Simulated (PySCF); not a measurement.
# What a mistake does to a calculation on C2H7OSi

These are calculations, not measurements. They come from PySCF 2.14.0, an open-source quantum chemistry program, on an isolated molecule that a program drew, which may never have been made. The molecule is C2H7OSi (charge 0, doublet), drawn as the SMILES string `OC[CH][SiH3]`.

Each row is a Hartree-Fock (HF) and frozen-core CCSD(T) single point in the cc-pV(D+d)Z basis, meant for a local HF minimum. Run 1 is clean. Each other run has one planted mistake out of seven kinds, and not every kind appears here: one electron removed, one electron added, multiplicity raised by two, geometry at a saddle point, minimal basis STO-3G, one bond length entered in bohr, all coordinates scaled. The reference is restricted for singlets and unrestricted otherwise, and also for a bond in bohr. Adding or removing an electron swaps singlet and doublet. Electrons count all cores. HOMO and LUMO are orbital energies over both spins, the gradient is its largest component, and the lowest frequency (negative if imaginary) is given only where the gradient is small. Bond lengths are over the 10 bonds as drawn. T1 is the CCSD diagnostic: over 0.02 (restricted) or 0.045 (unrestricted) a single reference is doubtful.

Geometry of the clean run:
```xyz
11
C2H7OSi, angstrom
O    -1.2166   -1.1525    1.5933
C     0.1631   -1.3017    1.3885
C     0.6592   -0.5573    0.1810
Si   -0.3475    0.7394   -0.7041
H    -1.6852   -1.6639    0.9502
H     0.4387   -2.3618    1.3256
H     0.6458   -0.9102    2.2883
H     1.6969   -0.7366   -0.0917
H    -0.6990    1.8683    0.1881
H    -1.6055    0.1669   -1.2429
H     0.4501    1.2596   -1.8402
```

```
run  electrons  basis functions  <S^2>  HOMO (eV)  LUMO (eV)  gradient (hartree/bohr)  lowest frequency (cm^-1)  mean bond (Å)  longest bond (Å)      T1  HF (hartree)  CCSD(T) (hartree)                 mistake
  1         41              100  0.762      -9.78       2.60                  2.0e-05                       119         1.3442             1.865  0.0118    -443.56874         -444.18629                no fault
  2         41              100  0.758      -9.47       2.69                  1.2e-01                         -         1.2125             1.682  0.0115    -443.44196         -444.04433  all coordinates scaled
  3         40              100  0.000     -18.09      -6.42                  4.7e-02                         -         1.3442             1.865  0.0213    -443.27106         -443.87859                       ?
  4         41               31  0.768      -8.29       8.30                  5.6e-02                         -         1.3442             1.865  0.0069    -438.26881         -438.48809                       ?
```

**Which mistake was planted in run 3, and what did it cost?**

It counts 40 electrons, one fewer than the clean run, at the same geometry and basis. So the mistake is: one electron removed. Subtracting run 1 and multiplying by 627.51 kcal/mol a hartree, the energy moved by 186.8 kcal/mol in HF and 193.1 kcal/mol in CCSD(T).

**Which mistake was planted in run 4, and what did it cost?**

It has 31 basis functions where the clean run has 100, with the same electrons and geometry. So the mistake is: minimal basis STO-3G. Subtracting run 1 and multiplying by 627.51 kcal/mol a hartree, the energy moved by 3325.8 kcal/mol in HF and 3575.7 kcal/mol in CCSD(T).

Cautions from the logs. Run 3: T1 is over the limit, so its CCSD(T) energy is less reliable.
